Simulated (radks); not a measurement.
Values are calculated unless marked as measured or tabulated.
Spin polarisation of the 5s1 shell in neutral silver. Start: [Kr] 4d10 5s(up 0.5, down 0.5); electrons of 5s are moved from spin down to spin up, other shells keep equal spins. Code: a radial shooting solver on a logarithmic mesh with Libxc functionals. Model: scalar-relativistic Kohn-Sham, PBE, spin-polarised, spherical densities, finite nucleus; Fermi nuclear charge, rms radius of each element as measured or else 0.836 A^(1/3) + 0.57 fm. Estimate the energy gained and the exchange splitting at a moment of 1 Bohr magnetons.

Answer. At moment 1 the spin-polarisation energy is -0.189 eV and the 5s exchange splitting 0.776 eV, that is 0.776 eV per Bohr magneton; E = -I m^2/4 would give I = 0.757 eV.
